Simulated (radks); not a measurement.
Results of a calculation; reference values are marked as such.
Valence configurations of B II (all share [He]). Level of theory: Dirac Kohn-Sham, PBEsol, spin-unpolarised, spherical densities, point nucleus; open shells fill j = l - 1/2 first (a radial shooting solver on a logarithmic mesh with Libxc functionals). Energies are relative to 2s2; eigenvalues in eV.

| valence | E (eV) | e(2p1/2) | e(2s1/2) |
|---|---|---|---|
| 2s2 | 0.000 | - | -19.378 |
| 2s1 2p1 | 6.122 | -13.366 | -19.481 |
| 2p2 | 12.227 | -13.477 | - |
| 2s1.5 2p0.5 | 3.063 | -13.309 | -19.430 |
| 2s0.5 2p1.5 | 9.177 | -13.423 | -19.528 |

NIST lists [He] 2s2 as the ground configuration; this level of theory agrees among the configurations tried. The energies are those of spherical spin-averaged densities, not of single terms.
